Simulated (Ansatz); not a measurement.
Cost and result for the atomization energy of `[F][GeH2][SiH2][SiH3]` (11 atoms, 10 bonds).

Z-matrix (Å, degrees):
```
Ge
Si 1 2.385
F 1 1.754 2 105.5
H 1 1.540 2 113.7 3 114.7
H 1 1.539 2 115.9 3 -116.0
Si 2 2.338 1 108.7 3 -42.1
H 2 1.490 1 107.8 3 -162.6
H 2 1.488 1 109.2 3 79.6
H 6 1.487 2 109.1 1 -54.6
H 6 1.487 2 110.3 1 -174.3
H 6 1.485 2 109.6 1 65.2
```

Total charge 0; spin multiplicity 1. Correlated methods include outer-core shells of Ge, which these sets cover unevenly. Scalar relativity is left out up to krypton. Geometry: relaxed with PBE0-D4/def2-TZVP. It is one conformer, not always the lowest. Program: Ansatz. All runs use 4 threads of an AMD EPYC 9R45 on a shared host. Times are those of one run each, without the atoms' runs, and a repeat can differ threefold. Electronic energies, without spin–orbit coupling; frozen cores. CCSD(T)/CBS adds CCSD(T) − MP2 in def2-TZVPP to the MP2 limit, and its time is that of the two runs behind it. T1 = 0.013. With those shells the extrapolation isn't a true limit. B3LYP takes the VWN-RPA correlation (the form of Gaussian; ORCA's B3LYP/G).

CCSD(T)/CBS is a level of theory with its own doubt, some kJ/mol a heavy atom from the limit and from the frozen cores, so smaller differences don't rank the functionals.

```csv
level,functions,wall time
PBE-D4/def2-TZVPP (with forces),261,1.1 s
PBE0-D4/def2-TZVPP,261,1.4 s
r2SCAN-D4/def2-TZVPP (with forces),261,1.6 s
B3LYP-D4/def2-TZVPP (with forces),261,2 s
B2PLYP/def2-TZVPP,261,2.1 s
ωB97X-V/def2-TZVPP,261,2.9 s
ωB97M-V/def2-TZVPP (with forces),261,4.3 s
MP2/def2-QZVPP,496,8.5 s
CCSD(T)/def2-TZVPP,261,55 s
CCSD(T)/CBS(def2),–,64 s
```

(1) What atomization energy does each give, and how far from CCSD(T)/CBS? (Estimate.)

Answers

(1) Ansatz gave: 
```tsv
level	atomization (kcal/mol)	difference from CCSD(T)/CBS	per bond
PBE-D4/def2-TZVPP (with forces)	754.3	-11.0	-1.1
PBE0-D4/def2-TZVPP	750.2	-15.1	-1.5
r2SCAN-D4/def2-TZVPP (with forces)	762.9	-2.4	-0.2
B3LYP-D4/def2-TZVPP (with forces)	758.9	-6.4	-0.6
B2PLYP/def2-TZVPP	749.7	-15.6	-1.6
ωB97X-V/def2-TZVPP	770.7	5.4	0.5
ωB97M-V/def2-TZVPP (with forces)	758.8	-6.5	-0.7
MP2/def2-QZVPP	752.8	-12.5	-1.3
CCSD(T)/def2-TZVPP	747.7	-17.6	-1.8
CCSD(T)/CBS(def2)	765.3	0.0	0.0
```

In def2-TZVPP, CCSD(T) changes the Hartree–Fock value by +175.4 kcal/mol (the triples alone add +7.6 kcal/mol) and MP2 by +169.9 kcal/mol; breaking electron pairs costs correlation energy, which Hartree–Fock lacks. The D4 term adds +9.3 kcal/mol with B3LYP and +4.9 kcal/mol with PBE0; it sums over pairs of atoms, weighted by their polarisabilities, and B3LYP, whose exchange is more repulsive, gets the larger term. From PBE to PBE0 (25 % exact exchange), in def2-TZVPP and without D4, the atomization energy moves by −3.3 kcal/mol: exact exchange takes away binding that semilocal exchange gives to molecules.
